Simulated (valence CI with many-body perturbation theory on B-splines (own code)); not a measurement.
Results of a calculation; reference values are marked as such.
## Ta²²⁺: magnetic and hyperfine properties of the levels

Level of theory: valence CI with perturbative core correlation (CI+MBPT): five valence electrons over a frozen Dirac-Fock core [Kr] 4d10, radial functions for each j: 7 s, 7 p, 7 d, 7 f, 4 g, 2 h, with the one-electron correlation potential Σ1, the two-electron term Σ2, the three-electron term Σ3, Breit, model QED; selected CI, second order for the rest, scaled by the run's own slope (own B-spline code, finite nucleus).

No measured levels were compared; by estimate terms of the open shell hold to a few per cent of their energy, and close levels can change places. Among the levels kept, up to 990 cm⁻¹ of a level comes from second order outside the variational space, and about a tenth of that is noise between levels of different J, which matters for small intervals. Only levels of the ground parity were solved; by the run's estimate the other parity begins above the list, which can be wrong where configurations are misplaced.

A/g_I is the dipole constant over the nuclear g factor μ/I (μ in nuclear magnetons, uniformly magnetised nucleus), B/Q the quadrupole constant per barn. Both hold the static response of the core; the bare values leave it out. Large factors of s and p1/2 electrons are usually good to 5 to 10 %; those of open d and f shells near neutrality can be off by tens of per cent, and small factors of p3/2, d and f electrons come from cancelling terms and can be off by a factor of two or in sign, in half-filled shells by more. B is blank for J = 1/2, where it vanishes, and for nearly pure S terms. Energies count from the lowest level.

Names give the largest LS component (configuration and term), which can be under half, so a name can repeat, a term be missing and a line seem to break the LS rules; names also repeat where a configuration has a term twice. Letters in brackets count levels of one name in rising energy.

```tsv
Level	E (cm⁻¹)	g	A/g_I (MHz)	A/g_I bare	B/Q (MHz/b)	B/Q bare
4f5 6H°_5/2	0.0	0.375	4760	3860	-3090	-2690
4f5 6H°_7/2	8405	0.850	2880	2710	-2630	-2300
4f5 6H°_9/2	16294	1.067	2070	2250	-2600	-2280
4f5 6F°_3/2	21476	0.993	2890	3050	-477	-406
4f5 6F°_5/2 [a]	21824	1.187	1950	2380	-908	-793
4f5 6F°_1/2	21935	-0.567	10000	7890		
4f5 6H°_11/2	23330	1.182	1690	2060	-2830	-2510
4f5 6F°_7/2	29038	1.340	1040	1660	38.9	9.83
4f5 6H°_13/2	29475	1.245	1530	2010	-3260	-2900
4f5 6H°_15/2	34133	1.261	1560	2080	-3500	-3130
4f5 6F°_9/2	36697	1.396	784	1480	939	781
4f5 6F°_5/2 [b]	43344	0.894	3040	3000	-2380	-2090
4f5 6F°_11/2	44091	1.418	740	1470	1930	1640
4f5 4M°_15/2	47591	0.938	2670	2670	1460	1220
4f5 4F°_3/2 [a]	49730	0.522	4380	3730	-182	-164
4f5 4I°_9/2 [a]	53971	0.791	3160	2910	-1700	-1470
4f5 4L°_13/2 [a]	54151	0.934	2700	2700	-207	-206
4f5 4K°_11/2	54625	0.888	2840	2750	-973	-854
4f5 4G°_7/2 [a]	56199	1.056	2290	2480	-2240	-1980
4f5 4P°_5/2 [a]	58150	1.395	1050	1790	-2160	-1890
4f5 4M°_17/2	59855	1.003	2420	2520	2700	2320
4f5 2P°_1/2 [a]	65046	0.404	6970	6500		
4f5 4K°_15/2 [a]	66234	1.023	2320	2440	-353	-326
4f5 4G°_9/2 [a]	66798	1.114	2040	2320	-1400	-1250
4f5 6P°_3/2	66851	1.975	-2270	-795	560	472
4f5 4M°_19/2	68037	1.066	2200	2400	3130	2700
4f5 4F°_5/2	68392	0.930	2860	2870	321	267
4f5 4L°_15/2	71248	1.048	2220	2390	73.1	42.5
4f5 4L°_13/2 [b]	71353	0.942	2590	2580	-1210	-1040
4f5 4M°_21/2	72573	1.105	2110	2380	3510	3010
4f5 4H°_11/2 [a]	72679	1.126	2000	2300	254	204
4f5 4H°_7/2 [a]	73923	0.803	3000	2750	319	291
4f5 4I°_11/2 [a]	74293	0.918	2580	2510	-1350	-1150
4f5 2G°_9/2 [a]	74869	1.087	2060	2290	1620	1390
4f5 4L°_17/2	75970	1.041	2350	2520	-136	-126
4f5 4D°_7/2 [a]	76149	1.421	518	1220	909	770
4f5 4I°_13/2 [a]	76195	1.011	2380	2490	-1200	-1040
4f5 6P°_5/2	79177	1.475	610	1450	-1870	-1630
4f5 4H°_13/2 [a]	80865	1.151	1950	2300	-100	-113
4f5 4D°_3/2 [a]	81114	1.365	834	1470	-97.2	-72.5
```

**Question.** Take the isotope of mass number 181, with I = 7/2, μ = 2.365 μN and Q = 3.17 b. What is the hyperfine structure of 4f5 6H°_5/2?

**Answer.** From the table A = 3220 MHz, B = -9780 MHz. Shifts from the centre of gravity in MHz: F = 1: -41500, F = 2: -32200, F = 3: -19400, F = 4: -4310, F = 5: 11400, F = 6: 25700.
